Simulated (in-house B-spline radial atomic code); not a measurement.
How numerical settings move a run on Ge³⁺, [Ar] 3d10 4s1. Computed with an all-electron radial atomic-structure program (B-spline basis): scalar-relativistic (X2C) M06-L, spherical fractional occupations, Fermi nucleus of rms radius 4.0742 fm.

Command:
```bash
python run_scf.py task.json out
```
Settings of the sound reference run:
```
Z                32
electrons        29
configuration    [Ar] 3d10 4s1
hamiltonian      x2c
method           m06l
spin_polarised   False
nucleus          fermi
rms_radius       4.0742
mass_number      74
atomic_mass      73.92118
speed_of_light   137.036
knot_spacing     0.22
spline_order     8
gauss_points     12
box_radius       16.22
max_iterations   70
damping          0.5
damped_steps     3
diis_vectors     10
tolerance        1e-08
start            Thomas-Fermi
```

Cost of the run: 0.34 s on 1 thread of AMD EPYC 7R43 64-Core Processor, with other jobs on the host.

It converges in 12 iterations to -2096.583763 hartree, with 4s at -40.4884 eV. The other runs change the listed settings, some to values that make no sense; their results aren't properties of the atom or ion. Radii are in bohr (the nuclear one in fm), a minus after a letter asks for a j subshell, and «unchanged» means within 1e-8 hartree. The run stops when the residual is below 10 × tolerance × max(1, Z/10), or a noise floor if that is larger, and the energy moves by less than 1e-8 × √|E| hartree; so very loose and very tight tolerances often act alike.

```tsv
changed settings	outcome
gauss_points = 6, first_knot = 0.000313, max_iterations = 60	converged in 10 iterations, energy -1.90e-03 hartree from the reference, 4s level -6.3e-03 eV
tolerance = 1e-13	converged in 12 iterations, energy unchanged (the program warns: states collapsed into the nucleus by a negative tau potential were left out of the aufbau)
damping = 0.8	converged in 68 iterations, energy unchanged, 4s level -1.4e-06 eV (the program warns: states collapsed into the nucleus by a negative tau potential were left out of the aufbau)
hamiltonian = dirac, method = hf, speed_of_light = 28.80497	converged in 11 iterations to -2982.3629 hartree, a different physical problem
```

What happens with damping = 0.2?

Converged in 18 iterations, energy unchanged, 4s level -1.1e-06 eV (the program warns: states collapsed into the nucleus by a negative tau potential were left out of the aufbau).

What happens with tolerance = 1e-06?

Converged in 8 iterations, energy unchanged, 4s level -2.6e-04 eV (the program warns: states collapsed into the nucleus by a negative tau potential were left out of the aufbau).

What happens with damping = 0.95?

Converged in 12 iterations, energy unchanged, 4s level -1.0e-06 eV (the program warns: states collapsed into the nucleus by a negative tau potential were left out of the aufbau).
